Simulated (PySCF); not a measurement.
Field gradients at the hydrogen positions

Species: C₄H₁₆Si₄.
Geometry (PBE0-D3(BJ)/def2-SVP, Å), atoms numbered from 1 in this order:
```
atom  x, y, z in Å
Si1    3.092    1.410   -0.567
Si2    2.204    0.787    1.514
Si3    1.480   -1.440    1.366
Si4    0.152   -1.575   -0.566
C5    -1.040   -0.113   -0.551
C6    -2.269   -0.078   -1.495
C7    -3.090    0.526   -0.341
C8    -2.019    0.025    0.644
H9     3.662    2.793   -0.536
H10    4.167    0.453   -0.972
H11    2.009    1.365   -1.600
H12    3.227    0.979    2.590
H13    1.032    1.671    1.816
H14    0.699   -1.812    2.589
H15    2.677   -2.335    1.276
H16    1.051   -1.540   -1.765
H17   -0.621   -2.859   -0.595
H18   -0.456    0.817   -0.662
H19   -2.175    0.503   -2.425
H20   -2.616   -1.091   -1.756
H21   -4.123    0.172   -0.202
H22   -3.105    1.626   -0.391
H23   -1.718    0.688    1.470
H24   -2.286   -0.955    1.073
```

Level: PBE0/pcSseg-1 (PySCF, non-relativistic); Q(2H) = 0.00286 b; rigid geometry, the same for H and D, with no vibrational averaging.

Problem. Rank these positions by the coupling χzz of a deuteron there, largest first.
A. H20 (methylene hydrogen)
B. H10 (Si–H hydrogen)
C. H19 (methylene hydrogen)

Solution. C (197 kHz), A (193 kHz), B (95 kHz).

Problem. Give the electric field gradient Vzz (the principal value of largest size), its asymmetry and the 2H coupling at each hydrogen.

Solution. 
| atom | bonded to | bond length (Å) | Vzz (au) | η | χzz (kHz) |
| --- | --- | --- | --- | --- | --- |
| H9 | Si1 | 1.496 | 0.1416 | 0.01 | 95 |
| H10 | Si1 | 1.496 | 0.1411 | 0.01 | 95 |
| H11 | Si1 | 1.497 | 0.1407 | 0.00 | 95 |
| H12 | Si2 | 1.497 | 0.1425 | 0.01 | 96 |
| H13 | Si2 | 1.499 | 0.1417 | 0.01 | 95 |
| H14 | Si3 | 1.498 | 0.1425 | 0.01 | 96 |
| H15 | Si3 | 1.498 | 0.1424 | 0.01 | 96 |
| H16 | Si4 | 1.499 | 0.1402 | 0.01 | 94 |
| H17 | Si4 | 1.499 | 0.1404 | 0.02 | 94 |
| H18 | C5 | 1.104 | 0.2881 | 0.02 | 194 |
| H19 | C6 | 1.100 | 0.2932 | 0.00 | 197 |
| H20 | C6 | 1.102 | 0.2872 | 0.01 | 193 |
| H21 | C7 | 1.101 | 0.2927 | 0.00 | 197 |
| H22 | C7 | 1.101 | 0.2899 | 0.02 | 195 |
| H23 | C8 | 1.101 | 0.2921 | 0.00 | 196 |
| H24 | C8 | 1.103 | 0.2862 | 0.01 | 192 |

Problem. Average by the element that carries the hydrogen.

Solution. on Si: 95 kHz over 9 positions, mean bond length 1.498 Å; on C: 195 kHz over 7 positions, mean bond length 1.102 Å.

Problem. Give the 2H NMR doublet splittings at H19 for a magnetic field along the z, y and x axes of the gradient: 3χ/2, 3χ(1 + η)/4, 3χ(1 − η)/4.

Solution. With |χ| = 197.0 kHz and η = 0.002: 296, 148 and 147 kHz, to first order and without motion.

The structure is a single PBE0-D3(BJ)/def2-SVP conformer in the gas phase; no vibrational or solvent corrections. A larger basis could move these couplings by a tenth or more.
